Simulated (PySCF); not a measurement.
AsF2H3Si, SMILES F[SiH](F)[AsH2].

Geometry: B3LYP-D3(BJ)/def2-SVP.

Two levels are set side by side: TDA-PBE/def2-SVPD (PySCF) and TDA-ωB97X/def2-SVPD (PySCF). Vertical, same geometry. The lowest singlet is HOMO→LUMO+1 96 % with PBE and HOMO→LUMO+1 96 % with the other functional; states are paired by order. Differences are taken from unrounded values.

```json
[
 {"quantity": "lowest singlet excitation (eV)", "TDA-ωB97X": "6.66", "TDA-PBE": "6.09", "TDA-PBE minus TDA-ωB97X": "-0.57"},
 {"quantity": "lowest triplet excitation (TDA) (eV)", "TDA-ωB97X": "5.79", "TDA-PBE": "5.37", "TDA-PBE minus TDA-ωB97X": "-0.42"},
 {"quantity": "first bright state (f over 0.05) (eV)", "TDA-ωB97X": "7.04", "TDA-PBE": "6.95", "TDA-PBE minus TDA-ωB97X": "-0.09"},
 {"quantity": "its oscillator strength", "TDA-ωB97X": "0.05", "TDA-PBE": "0.36", "TDA-PBE minus TDA-ωB97X": "0.30"}
]
```

A lower first singlet is the usual sign of a functional without exact exchange. Differences between two approximate levels are no errors against the true value.

Rough cost on one machine, each run with all the roots and properties that it gave: TDA-ωB97X against TDA-PBE about 4 times.
